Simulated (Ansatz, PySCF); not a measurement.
Potential energy curve for H₄F₄In₂N₂, singlet. The N3–H12 bond (N3 also carries H, In, In; H12 carries nothing else) is stretched with both fragments frozen at the PBE0/def2-SVP, def2 effective core potentials past Kr optimised geometry. Each curve is given relative to its own lowest point near equilibrium.

```json
[
 {"R / Å": "0.84", "A": "1.024", "B": "1.148", "C": "1.101"},
 {"R / Å": "0.90", "A": "0.371", "B": "0.458", "C": "0.430"},
 {"R / Å": "0.97", "A": "0.040", "B": "0.078", "C": "0.067"},
 {"R / Å": "0.98", "A": "0.021", "B": "0.052", "C": "0.043"},
 {"R / Å": "1.02", "A": "0.000", "B": "0.000", "C": "0.000"},
 {"R / Å": "1.06", "A": "0.052", "B": "0.020", "C": "0.029"},
 {"R / Å": "1.11", "A": "0.194", "B": "0.123", "C": "0.141"},
 {"R / Å": "1.16", "A": "0.398", "B": "0.287", "C": "0.315"},
 {"R / Å": "1.23", "A": "0.756", "B": "0.588", "C": "0.631"},
 {"R / Å": "1.36", "A": "1.538", "B": "1.261", "C": "1.333"},
 {"R / Å": "1.50", "A": "2.431", "B": "2.035", "C": "2.139"},
 {"R / Å": "1.68", "A": "3.545", "B": "2.986", "C": "3.134"},
 {"R / Å": "1.91", "A": "4.826", "B": "4.025", "C": "4.170"},
 {"R / Å": "2.12", "A": "5.834", "B": "4.623", "C": "4.709"},
 {"R / Å": "2.49", "A": "7.255", "B": "5.129", "C": "5.141"},
 {"R / Å": "2.95", "A": "8.509", "B": "5.361", "C": "5.320"}
]
```

Energies in eV.

Q: Which curve belongs to which method? The methods are restricted Hartree-Fock/LANL2DZ, with its core potentials past Ne (PySCF); unrestricted B3LYP/LANL2DZ, with its core potentials past Ne in PySCF; unrestricted CAM-B3LYP/def2-SVP, def2 effective core potentials past Kr in Ansatz (a program for electronic structure).

A: A is RHF/LANL2DZ; B is UKS-B3LYP/LANL2DZ; C is UKS-CAM-B3LYP.

The restricted form behind RHF/LANL2DZ keeps the bonding electrons paired and can't separate into open-shell fragments. The unrestricted determinant behind UKS-CAM-B3LYP is spin-contaminated at 1.91 to 2.95 Å (<S²> up to 1.0, against 0.00 for a pure singlet). The unrestricted determinant behind UKS-B3LYP/LANL2DZ is spin-contaminated at 1.91 to 2.95 Å (<S²> up to 0.9, against 0.00 for a pure singlet).
